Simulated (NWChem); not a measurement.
System: AlH4O4 anion; SMILES [OH][Al-]([OH])([OH])[OH]

Input file for NWChem:

```
start job
memory heap 200 mb stack 900 mb global 1100 mb
charge -1
geometry units angstroms noautoz
  Al     0.000000     0.000000     0.000000
  O      1.122239    -1.038891    -0.934247
  H      1.970821    -0.627491    -1.117178
  O     -1.038891    -1.122239     0.934247
  H     -0.627491    -1.970821     1.117178
  O      1.038891     1.122239     0.934247
  H      0.627491     1.970821     1.117178
  O     -1.122239     1.038891    -0.934247
  H     -1.970821     0.627491    -1.117178
end
basis spherical
  * library 6-31+g*
end
dft
  xc xpbe96 cpbe96
  iterations 150
  mulliken
end
task dft energy
```

Coordinates come from a B3LYP/def2-SVPD optimisation. Not confirmed as a minimum by frequencies.

**Question.** Give the results of this calculation. (PBE/6-31+G* (spherical d).) Quantities: energy (Ha); highest occupied level (eV); orbital gap (eV).

**Answer.** 
| Item | Result |
|---|---|
| energy (Ha) | -545.53 |
| highest occupied level (eV) | -1.30 |
| orbital gap (eV) | 4.38 |
